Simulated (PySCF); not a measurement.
# How the method changes the shape and vibrations of BCH4N

All numbers below are calculated, not measured. They come from PySCF 2.14.0, an open-source quantum chemistry program, on an isolated molecule that a program drew, which may never have been made. The molecule is BCH4N (charge 0, singlet), drawn as the SMILES string `C=BN`.

The geometry was optimised and harmonic frequencies were computed with HF and MP2, all in the cc-pVDZ basis, for the commonest isotopes, with a restricted reference for singlets and an unrestricted one otherwise, and a frozen core in MP2. Each result is a local minimum of its method.

Geometry at the HF minimum:
```xyz
7
BCH4N, angstrom
C    -1.9832   -1.2583    2.4659
B    -1.3292   -0.6900    1.3793
N    -0.6859   -0.1310    0.3103
H    -1.4409   -1.6900    3.2991
H    -3.0646   -1.2949    2.5285
H    -0.4289   -0.6553   -0.5004
H    -0.4345    0.8353    0.2758
```

Lengths of the bonds as drawn, in Å (atoms numbered as above):
| bond | HF | MP2 |
|---|---|---|
| C1-B2 | 1.390 | 1.407 |
| B2-N3 | 1.367 | 1.377 |
| C1-H4 | 1.084 | 1.094 |
| C1-H5 | 1.084 | 1.094 |
| N3-H6 | 0.999 | 1.014 |
| N3-H7 | 0.999 | 1.014 |

Rotational constants, in GHz:
```
constant,HF,MP2
A,161.5,157.3
B,7.688,7.539
C,7.655,7.507
```

Harmonic frequencies in cm^-1, each column in rising order, so a row needn't be the same motion in every method:
```
rank    HF   MP2
   1   348   310
   2   358   312
   3   473   453
   4   694   671
   5   795   705
   6   860   794
   7   975   933
   8  1032   957
   9  1465  1360
  10  1695     ?
  11  1885  1806
  12  3304  3210
  13  3384  3305
  14  3810  3629
  15  3912  3741
```

**Estimate the missing MP2 frequency from the HF column.**

A single factor s that minimises the squared misfit of MP2 against s times HF over the other rows is sum(HF x MP2) / sum(HF^2) = 0.9592, with an rms misfit of 33 cm^-1. For rank 10 it gives 0.9592 x 1695 = 1626 cm^-1. The calculation gives 1576 cm^-1, 50 cm^-1 below the estimate. The drawn bonds are on average 1.1 % longer in MP2 than in HF.
